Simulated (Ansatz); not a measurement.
`FB1BC1`. The species carries charge 0 and has multiplicity 1.

| atom | x (Å) | y (Å) | z (Å) |
| --- | --- | --- | --- |
| F1 | -1.7606 | -0.1087 | 1.3107 |
| B2 | -0.6378 | -0.4001 | 0.7166 |
| B3 | 0.6683 | -0.7895 | 0.0603 |
| C4 | 0.1583 | 0.5101 | -0.4531 |
| H5 | 1.6440 | -1.3860 | -0.2278 |
| H6 | 0.6762 | 1.0951 | -1.2120 |
| H7 | -0.7484 | 1.0791 | -0.1947 |

(1) What are the harmonic wavenumbers in cm⁻¹ at PBE0-D4/def2-TZVP (Ansatz, finite differences of forces, unscaled)? (An estimate is asked.)

(2) Is this a minimum?

(3) Give the ideal-gas thermochemistry at 298.15 K and 1 bar (rigid rotor, harmonic oscillator; point group Cs, symmetry number 1).

Answers

(1) Computed: 71, 373, 412, 429, 576, 766, 802, 855, 1006, 1152, 1470, 1620, 2771, 3065, 3144.

(2) Yes, all 15 modes are real.

(3) Zero-point energy 110.7 kJ/mol; H(298) − E = 126.4 kJ/mol; entropy 291.8 J/(mol·K), of which translation 159.0, rotation 98.4, vibration 34.5; G(298) − E = 39.4 kJ/mol. Modes under 100 cm⁻¹ are hindered rotations or soft bends, so the harmonic entropy is rough.
